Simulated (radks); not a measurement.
Numerical settings for neutral aluminium, [Ne] 3s2 3p1. All-electron calculation, scalar-relativistic Kohn-Sham, PBE, spin-unpolarised, spherical densities, point nucleus. Program: a radial shooting solver on a logarithmic mesh with Libxc functionals. The defaults (mesh step 0.008 in ln r, mesh end at 40 bohr or more with all orbitals vanishing there, Anderson mixing 0.5 over 9 steps, residual threshold near 1e-9 with the energy settled to 1e-9 hartree or 1e-11 of itself, here a cap of 72 iterations) give E = -242.6847 hartree and 3p at -2.712 eV in 14 iterations. Run on one thread of a shared host, so times are rough (Intel(R) Xeon(R) 6975P-C): 0.05 s of CPU time, 0.05 s wall, 14 iterations on 2597 mesh points. Changes against that run (0 stands for a change within the tolerance of the run):

mesh step in ln r 0.2: iterations 72; converged no; E (mhartree) -8.87e+05; CPU (s) 0.07
mesh step in ln r 0.012: iterations 14; converged yes; E (mhartree) 0; e(3p) (meV) 0; CPU (s) 0.03
mesh step in ln r 0.003: iterations 14; converged yes; E (mhartree) 0; e(3p) (meV) 0; CPU (s) 0.13
mesh end (bohr) 8: iterations 14; converged yes; E (mhartree) +5.7; e(3p) (meV) +353; CPU (s) 0.05
mesh end (bohr) 1: iterations 13; converged level above zero; E (mhartree) +6.65e+04; e(3p) (meV) +5.19e+05; CPU (s) 0.04
residual threshold 1e-13: iterations 19; converged yes; E (mhartree) 0; e(3p) (meV) 0; CPU (s) 0.06
residual threshold 0.1: iterations 9; converged yes; E (mhartree) 0; e(3p) (meV) +0.163; CPU (s) 0.04
mixing 0.2: iterations 15; converged yes; E (mhartree) 0; e(3p) (meV) 0; CPU (s) 0.06
linear mixing, mixing 1: iterations 60; converged yes; E (mhartree) 0; e(3p) (meV) 0; CPU (s) 0.16
linear mixing, mixing 0.5: iterations 30; converged yes; E (mhartree) 0; e(3p) (meV) 0; CPU (s) 0.08
mixing history 2: iterations 18; converged yes; E (mhartree) 0; e(3p) (meV) 0; CPU (s) 0.06
iteration cap 3: iterations 3; converged no; E (mhartree) +1.01; e(3p) (meV) +9.34; CPU (s) 0.02

Settled on a wrong energy, with an occupied level pushed above zero by the early mesh end: mesh end (bohr) 1 (+66.5 hartree). Apart from these: settings that end as converged yet miss the energy by more than 1 mhartree: mesh end (bohr) 8 (+0.0057 hartree). A mesh that ends early acts as a hard wall.
